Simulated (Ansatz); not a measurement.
Job for Ansatz (a first-principles code): R-CCSD(T)/cc-pVTZ on CH6Ge (SMILES [CH3][GeH3]), atoms moved off the minimum. The run froze 15 orbitals, filled d shells among them.

Ansatz 0.2 input:
```yaml
crystal:
  periodic: [false, false, false]
  atoms:
    - {symbol: Ge, position_ang: [-0.41312022, 0.04219700, -0.05568309]}
    - {symbol: C, position_ang: [1.51544403, -0.25973209, -0.00167827]}
    - {symbol: H, position_ang: [-1.01601377, -0.88323223, -1.08342397]}
    - {symbol: H, position_ang: [-0.74653396, 1.54025609, -0.39575303]}
    - {symbol: H, position_ang: [-0.98345774, -0.25702025, 1.36537953]}
    - {symbol: H, position_ang: [1.76498011, -1.15614463, 0.25761774]}
    - {symbol: H, position_ang: [1.92655785, 0.56194131, 0.76450840]}
    - {symbol: H, position_ang: [1.92116080, 0.13216282, -0.96844904]}
basis:
  gaussian:
    orbitals: cc-pVTZ
magnetization: {spin_polarized: false}
correlation: {method: ccsd_t, electrons: outside_noble_gas}
scf: {lower_state_search: off}
output: {forces: true}
```

It printed:

```
WARN ansatz: RAYON_NUM_THREADS=1 ignored (pool sized by the plan → 1); use --threads N
Functional definition: HF
these checks for a lower state are left out or cut short: starts, cluster_reference, orbital_swaps, neighbouring_geometries, increment
integrals: 0.40 GiB planned
895 factors; integrals over basis functions are off by at most 8.7e-4 eV
mean field: 0.40 GiB planned
mean field evaluation 1: about -57597.9905 eV, gradient 2.5e1 eV
mean field evaluation 2: about -57598.0337 eV, gradient 2.5e1 eV
mean field evaluation 4: about -57599.7541 eV, gradient 2.3e0 eV
mean field evaluation 8: about -57599.7778 eV, gradient 1.2e-1 eV
mean field -57599.77781442 eV, -2116.7527921482 hartree, gradient 9.7e-6 eV, S^2 0.000000; 0 other end points of the search recorded, 0 dependent functions left out
15 core orbitals not correlated
reference -57599.77781442 eV, -2116.7527921482 hartree; 7, 7 occupied and 135, 135 virtual orbitals, 895 factors
densities: 1.53 GiB planned
second order -8.56352911 eV of doubles, -0.00000000 eV of singles
coupled cluster: 0.89 GiB planned
cycle   1  -9.27904599 eV  change   -7.2e-1 eV  update   6.5e-2
cycle   2  -9.57481930 eV  change   -3.0e-1 eV  update   2.1e-2
cycle   3  -9.60157237 eV  change   -2.7e-2 eV  update   6.2e-3
cycle   4  -9.60031847 eV  change    1.3e-3 eV  update   1.8e-3
cycle   5  -9.60005738 eV  change    2.6e-4 eV  update   4.5e-4
cycle   6  -9.59998959 eV  change    6.8e-5 eV  update   1.4e-4
cycle   7  -9.59999473 eV  change   -5.1e-6 eV  update   4.0e-5
cycle   8  -9.60000135 eV  change   -6.6e-6 eV  update   1.2e-5
cycle   9  -9.59999806 eV  change    3.3e-6 eV  update   3.5e-6
perturbative correction -0.30840218 eV, -0.0113335710 hartree
the calculation of the forces begins
Total energy: -57609.68621466 eV, -2117.1169191409 hartree
Atom 0 at    -0.413120     0.042197    -0.055683 Å, force    -0.087708     0.545679     0.726028 eV/Å
Atom 1 at     1.515444    -0.259732    -0.001678 Å, force    -0.493728     8.489132    -0.738859 eV/Å
Atom 2 at    -1.016014    -0.883232    -1.083424 Å, force    -0.436327    -0.346031    -0.433003 eV/Å
Atom 3 at    -0.746534     1.540256    -0.395753 Å, force     0.132476    -0.428161     0.023307 eV/Å
Atom 4 at    -0.983458    -0.257020     1.365380 Å, force    -0.069398     0.007176    -0.246433 eV/Å
Atom 5 at     1.764980    -1.156145     0.257618 Å, force     1.777800    -5.391089     1.366891 eV/Å
Atom 6 at     1.926558     0.561941     0.764508 Å, force    -0.736593    -1.982705    -1.305297 eV/Å
Atom 7 at     1.921161     0.132163    -0.968449 Å, force    -0.086522    -0.894000     0.607367 eV/Å
Dipole moment:     0.118340    -0.020288    -0.026421 e Å
Checks for a lower state left out: starts, cluster_reference, orbital_swaps, neighbouring_geometries, increment
```

The run converged.

Cost: around 120 core-seconds (rough).
